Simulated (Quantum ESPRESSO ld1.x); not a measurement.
The numbers below are computed, except where a source is named.
Q: The mean radii <r> (bohr) of the occupied orbitals of an atom or ion are listed with their occupations. Level of theory: Dirac Kohn-Sham, BLYP, spin-unpolarised, spherical densities, point nucleus (ld1.x of Quantum ESPRESSO 7.5).

orbital  occ.      <r>
1s1/2       2  0.01834
2s1/2       2  0.07693
2p1/2       2  0.06365
2p3/2       4  0.07161
3s1/2       2   0.2005
3p1/2       2   0.1905
3p3/2       4   0.2053
3d3/2       4   0.1797
3d5/2       6   0.1842
4s1/2       2   0.4494
4p1/2       2   0.4546
4p3/2       4   0.4879
4d3/2       4   0.5048
4d5/2       6   0.5162
5s1/2       2    1.069
5p1/2       2    1.179
5p3/2       4    1.284
4f5/2       6   0.6034
4f7/2       8   0.6131
6s1/2       1    2.982
5d3/2       4    1.948

Name the element and its charge. Open shells, if any, fill j = l - 1/2 first.

A: Z = 74, tungsten, charge +1: W+ in [Xe] 4f14 5d4 6s1. The 1s radius gives Z: for a bare nucleus <r> = (2 gamma + 1)/(2Z) with gamma = sqrt(1 - (Z/c)^2), 0.01813 bohr for Z = 74, and screening makes it slightly larger (0.01834 here). The occupations add up to 73, and the charge is Z minus that.
